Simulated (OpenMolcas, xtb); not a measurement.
A ladder of methods for CH3BO2 (SMILES BC(=O)O)

CH3BO2: 7 atoms, total charge 0, spin state singlet. As SMILES, `BC(=O)O`. The coordinates come from a GFN2-xTB relaxation. This is one conformer, not always the lowest.

```xyz
7

B    -0.6173    0.9622   -0.1777
C     0.0292   -0.4584    0.0523
O    -0.6433   -1.4653    0.0692
O     1.3598   -0.5078    0.2253
H    -0.7489    1.3485   -1.2668
H    -1.0280    1.5487    0.7395
H     1.6485   -1.4280    0.3582
```

Each level gives the dipole moment (D). The values are calculated.

| level | kind | program | value (D) | CPU time |
| --- | --- | --- | --- | --- |
| GFN2-xTB | semi-empirical | xtb | 1.69 | under 2 s |
| GFN0-xTB | semi-empirical | xtb | 2.89 | under 2 s |
| GFN1-xTB | semi-empirical | xtb | 1.97 | under 2 s |
| HF/STO-3G | Hartree–Fock | OpenMolcas | 0.85 | 1.7 s |
| HF/3-21G | Hartree–Fock | OpenMolcas | 1.47 | 1.9 s |
| HF/def2-SVP | Hartree–Fock | OpenMolcas | 1.80 | 4.2 s |
| HF/6-311+G** (Cholesky decomposition) | Hartree–Fock | OpenMolcas | 1.88 | 6.7 s |
| PBE/6-311+G** | GGA | OpenMolcas | 1.39 | 43 s |
| revTPSS/3-21G | meta-GGA | OpenMolcas | 1.19 | 4.8 s |
| r2SCAN/def2-SVPD | meta-GGA | OpenMolcas | 1.54 | 62 s |

The values span 0.85 to 2.89 D. Magnitudes only: a small dipole may point the other way at some levels. Sets without polarisation functions give poor dipoles. Without the sets that lack polarisation functions the rows with a basis span only 1.39 to 1.88 D. CPU times are rough (shared hosts, several kinds of processor): they show what a rung costs within a factor of a few.
